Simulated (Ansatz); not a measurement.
Geometry optimisation, RKS B3LYP-D4/def2-SVP in Ansatz 0.2.0.

Input file:

```yaml
crystal:
  periodic: [false, false, false]
  atoms:
    - { symbol: Si, position_ang: [-0.2807, 0.0299, -1.0451] }
    - { symbol: H, position_ang: [-0.6887, 1.1492, 0.4106] }
    - { symbol: F, position_ang: [-1.5523, 0.7525, -1.6917] }
    - { symbol: F, position_ang: [0.9412, 0.9048, -1.5851] }
    - { symbol: F, position_ang: [-0.199, -1.2577, -1.9909] }
    - { symbol: H, position_ang: [-0.7001, 1.0528, 1.3814] }
    - { symbol: As, position_ang: [0.1124, -0.7567, 1.4889] }
    - { symbol: H, position_ang: [1.0415, -1.9887, 1.5961] }
    - { symbol: H, position_ang: [1.3258, 0.114, 1.4357] }
basis:
  gaussian: { orbitals: def2-SVP }
hamiltonian:
  xc: b3lyp
  dispersion: d4
relax:
  f_tol: 0.15
  max_steps: 25
  restrain:
    - { distance: [0, 6], at: 3.6, k: 30.0 }
    - { distance: [5, 1], at: 1.92, k: 30.0 }
    - { distance: [0, 1], at: 1.42, k: 30.0 }
    - { distance: [5, 6], at: 1.5, k: 30.0 }
output:
  orbitals: {}
```

Command:

```bash
$ ansatz run input.yaml --threads 2 --pin off --max-ram 3072MiB --backend cpu --events-out ev --progress --plain --runs-dir out
```

Task: Where does it end, and by what steps?

Result: The run converged. The restraints hold the end off the free minimum. After 19 steps the energy has fallen by 2.303 eV (the restraints' own energy left out); H8 moved furthest, 1.46 Å. Joined: Si1–H2 (1.88 → 1.44 Å), H6–As7 (1.99 → 1.51 Å).

```tsv
step	energy less start (eV)	largest force component (eV/Å)	accepted
0	0.0000	3.218	yes
1	1.7074	3.611	yes
2	2.8529	4.699	yes
3	2.5714	3.614	yes
4	1.5225	2.434	yes
5	0.6373	1.869	yes
6	0.0083	1.190	yes
7	-0.3864	1.573	yes
8	-1.0763	2.488	yes
9	-1.8171	1.341	yes
10	-2.1718	0.563	yes
11	-2.2501	0.761	yes
12	-2.2570	0.706	yes
13	-2.2622	0.689	yes
14	-2.2741	0.633	yes
15	-2.2808	0.633	yes
16	-2.2887	0.545	yes
17	-2.2937	0.558	yes
18	-2.3099	0.675	no
19	-2.3028	0.672	yes
```

```xyz
9
Properties=species:S:1:pos:R:3
Si -0.698 0.466 -1.423
H -1.304 0.583 -0.125
F -1.381 1.448 -2.498
F 0.862 0.846 -1.326
F -0.815 -1.033 -1.982
H -0.245 -0.130 1.323
As 0.984 -1.011 1.400
H 0.716 -1.346 2.869
H 1.881 0.176 1.762
```

The run took 53 s on 2 threads of Intel(R) Xeon(R) Platinum 8375C CPU @ 2.90GHz (Ice Lake) (shared host), peak memory 0.29 GiB.
